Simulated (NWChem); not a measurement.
Species: GeNH₂ClF₂; SMILES [NH2][Ge]([F])([F])[Cl]

```xyz
7

N      1.6056    -0.9734     0.3725
Ge    -0.0011    -0.2936    -0.0025
F     -0.5215    -0.8849    -1.5271
F     -1.2702    -0.7785     1.0593
Cl     0.0542     1.8226    -0.0068
H      2.1128    -0.5264     1.1298
H      1.6648    -1.9856     0.4340
```
Atoms are numbered in this order, from 1.

Level: PBE0/def2-SVP (NWChem), optimised geometry, unscaled harmonic frequencies. 

```json
[
 {"frequency (cm⁻¹)": "81", "IR intensity (km/mol)": "18.4"},
 {"frequency (cm⁻¹)": "162", "IR intensity (km/mol)": "3.9"},
 {"frequency (cm⁻¹)": "201", "IR intensity (km/mol)": "3.6"},
 {"frequency (cm⁻¹)": "238", "IR intensity (km/mol)": "28.4"},
 {"frequency (cm⁻¹)": "247", "IR intensity (km/mol)": "34.6"},
 {"frequency (cm⁻¹)": "264", "IR intensity (km/mol)": "19.1"},
 {"frequency (cm⁻¹)": "436", "IR intensity (km/mol)": "192.5"},
 {"frequency (cm⁻¹)": "459", "IR intensity (km/mol)": "55.9"},
 {"frequency (cm⁻¹)": "723", "IR intensity (km/mol)": "62.8"},
 {"frequency (cm⁻¹)": "756", "IR intensity (km/mol)": "79.5"},
 {"frequency (cm⁻¹)": "782", "IR intensity (km/mol)": "69.9"},
 {"frequency (cm⁻¹)": "880", "IR intensity (km/mol)": "45.9"},
 {"frequency (cm⁻¹)": "1530", "IR intensity (km/mol)": "37.4"},
 {"frequency (cm⁻¹)": "3594", "IR intensity (km/mol)": "52.9"},
 {"frequency (cm⁻¹)": "3704", "IR intensity (km/mol)": "63.6"}
]
```

* **zero-point energy**: 20.1 kcal/mol
* **thermal correction to the enthalpy at 298.15 K (with zero-point energy)**: 25.1 kcal/mol
* **heat capacity Cv**: 22.5 cal/(mol K)
* **entropy at 298.15 K and 1 atm (symmetry number 1)**: 84.8 cal/(mol K)
* **dipole moment**: 3.17 D

Rigid rotor and harmonic oscillator; modes under 100 cm⁻¹ make the entropy uncertain.
